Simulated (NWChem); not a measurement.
Molecule: C5H3NS; SMILES c1csc(C#C)n1

Computed with NWChem. Coordinates come from a PBE0/def2-SVP optimisation.

For level TPSSh/def2-TZVP:

```yaml
highest occupied level (eV): -6.40
orbital gap (eV): 4.37
```

Q: What are these values for level PBE/def2-TZVP?

A: 
- highest occupied level (eV) = -6.02
- orbital gap (eV) = 3.56
